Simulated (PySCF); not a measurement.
**Orbital levels and atomic charges**

System: (MgS)13 cage of four- and six-membered rings (Mg13S13).

Cartesian coordinates (Å):
```
  1 Mg   -1.122    0.001    4.499
  2 S    -1.333    2.205    3.618
  3 Mg    1.016    1.755    3.517
  4 S     1.288    0.000    5.105
  5 Mg    1.015   -1.755    3.516
  6 S    -1.334   -2.206    3.618
  7 Mg   -1.090   -2.124    1.226
  8 S    -1.351    0.000    0.001
  9 Mg   -1.089    2.123    1.227
 10 S    -1.334    4.236    0.102
 11 Mg    1.014    3.922   -0.238
 12 S     1.624    2.068    1.193
 13 Mg    1.194    0.000    0.000
 14 S     1.623   -2.069    1.193
 15 Mg    1.013   -3.922   -0.239
 16 S    -1.335   -4.235    0.102
 17 Mg   -1.125   -3.896   -2.248
 18 S     1.284   -4.423   -2.554
 19 S    -1.337   -2.030   -3.718
 20 Mg   -1.091    0.001   -2.452
 21 Mg    1.012   -2.167   -3.278
 22 S     1.622    0.000   -2.390
 23 Mg   -1.124    3.895   -2.249
 24 S     1.284    4.422   -2.554
 25 Mg    1.012    2.168   -3.279
 26 S    -1.336    2.030   -3.717
```

Method: PBE0/6-31G*, gas phase, PySCF, fitting set def2-universal-JFIT up to Ne and JKFIT beyond, grid level 1.

Problem. Give the orbital energies near the gap.

Solution. 
```json
{"orbital": "HOMO-4", "eV": "-7.20"}
{"orbital": "HOMO-3", "eV": "-7.19"}
{"orbital": "HOMO-2", "eV": "-7.14"}
{"orbital": "HOMO-1", "eV": "-7.04"}
{"orbital": "HOMO", "eV": "-7.04"}
{"orbital": "LUMO", "eV": "-2.11"}
{"orbital": "LUMO+1", "eV": "-1.56"}
{"orbital": "LUMO+2", "eV": "-1.56"}
{"orbital": "LUMO+3", "eV": "-1.34"}
```

Problem. Give the partial charges of the non-hydrogen atoms.

Solution. 
| atom | Mulliken | IAO | Hirshfeld |
| --- | --- | --- | --- |
| Mg1 | 0.34 | 1.43 | 0.43 |
| S2 | -0.33 | -1.43 | -0.41 |
| Mg3 | 0.34 | 1.43 | 0.42 |
| S4 | -0.33 | -1.41 | -0.41 |
| Mg5 | 0.34 | 1.43 | 0.42 |
| S6 | -0.33 | -1.43 | -0.41 |
| Mg7 | 0.45 | 1.41 | 0.31 |
| S8 | -0.50 | -1.42 | -0.33 |
| Mg9 | 0.45 | 1.41 | 0.31 |
| S10 | -0.33 | -1.43 | -0.41 |
| Mg11 | 0.34 | 1.43 | 0.42 |
| S12 | -0.49 | -1.44 | -0.35 |
| Mg13 | 0.51 | 1.42 | 0.31 |
| S14 | -0.49 | -1.44 | -0.35 |
| Mg15 | 0.34 | 1.43 | 0.42 |
| S16 | -0.33 | -1.43 | -0.41 |
| Mg17 | 0.34 | 1.43 | 0.43 |
| S18 | -0.33 | -1.41 | -0.41 |
| S19 | -0.33 | -1.43 | -0.41 |
| Mg20 | 0.45 | 1.41 | 0.31 |
| Mg21 | 0.34 | 1.43 | 0.42 |
| S22 | -0.49 | -1.44 | -0.35 |
| Mg23 | 0.34 | 1.43 | 0.43 |
| S24 | -0.33 | -1.41 | -0.41 |
| Mg25 | 0.34 | 1.43 | 0.42 |
| S26 | -0.33 | -1.43 | -0.41 |
